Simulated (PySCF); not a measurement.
B(Me)(OH)(SMe) (C2H7BOS), SMILES OB(SC)C. Heavy atoms are numbered as in [B:1]([CH3:2])([OH:6])[S:8][CH3:9]. Hydrogens are named by the atom that carries them.

The structure is a stationary point at PBE-D3(BJ)/def2-SVP. The values are those of a single conformer.

The numbers are results of PBE/def2-TZVP in PySCF, not measurements.

Atomic charges (e), one atom of each kind:

```
atom        IAO  Löwdin
--------  -----  ------
B1         0.21   -1.07
C2 (CH3)  -0.59   -0.30
H on C2    0.16    0.15
O6 (OH)   -0.51    0.19
H on O6    0.37    0.21
S8         0.07    0.66
C9 (CH3)  -0.51   -0.49
H on C9    0.16    0.12
```

**Question.** Give the Mayer and Wiberg (Löwdin basis) orders of the bonds. (The exact figures need the calculation; the answer reports its results.)

**Answer.** 
| bond | Mayer | Wiberg |
|---|---|---|
| B1–C2 | 1.04 | 1.34 |
| B1–O6 | 1.34 | 1.98 |
| B1–S8 | 1.33 | 1.80 |
| S8–C9 | 1.02 | 1.37 |
